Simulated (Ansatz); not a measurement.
Stepwise reaction of `[OH][Ga]([OH])[OH]` with hydrogen fluoride, as a gas-phase model of exchange steps in deposition or etching. ΔE in kJ/mol; ΔG adds harmonic PBE0-D4 terms to CCSD(T)/CBS, at 1 bar.

Computed with Ansatz on PBE0-D4/def2-TZVP structures; ΔE is electronic, products minus reactants. CCSD(T)/CBS is the MP2 limit (def2-TZVPP, def2-QZVPP) plus CCSD(T) − MP2 in def2-TZVPP, frozen cores. This one scheme is used for every species. Functionals use def2-TZVPP. B3LYP here is the variant with VWN-RPA as its local correlation; programs differ in this. For Ga outer-core shells are correlated without core-valence functions, which leaves a few kJ/mol of doubt a bond. Scalar relativity is left out up to krypton. Each species was taken in one conformer, which may not be the lowest.

```json
{"step": "1", "reaction": "`[OH][Ga]([OH])[OH]` + H–F → `[OH][Ga]([OH])[F]` + H₂O", "PBE-D4": "-25.0", "B3LYP-D4": "-26.4", "ωB97M-V": "-26.3", "CCSD(T)/CBS": "-20.2", "ΔG(400 K)": "-25.9"}
{"step": "2", "reaction": "`[OH][Ga]([OH])[F]` + H–F → `[OH][Ga]([F])[F]` + H₂O", "PBE-D4": "-20.1", "B3LYP-D4": "-21.7", "ωB97M-V": "-21.9", "CCSD(T)/CBS": "-16.3", "ΔG(400 K)": "-18.5"}
```

Question: Give the row of step 3, `[OH][Ga]([F])[F]` + H–F → `[F][Ga]([F])[F]` + H₂O. (Estimate.)

Answer: Ansatz gave: 
```
step                                            reaction  PBE-D4  B3LYP-D4  ωB97M-V  CCSD(T)/CBS  ΔG(400 K)
   3  `[OH][Ga]([F])[F]` + H–F → `[F][Ga]([F])[F]` + H₂O   -14.3     -16.1    -16.7        -11.5       -7.9
```

Question: By hand: ΔE of the 3 steps together at CCSD(T)/CBS.

Answer: (-20.2) + (-16.3) + (-11.5) = -48.0 kJ/mol, or -16.0 kJ/mol a step.

In ΔE each step is higher than the one before. All are downhill at CCSD(T)/CBS. ΔG lies between -25.9 and -7.9 kJ/mol a step. PBE-D4 differs from CCSD(T)/CBS by -4.8 to -2.8 kJ/mol a step. Isolated molecules leave out the surface, adducts and barriers. Largest T1 diagnostic: 0.015.
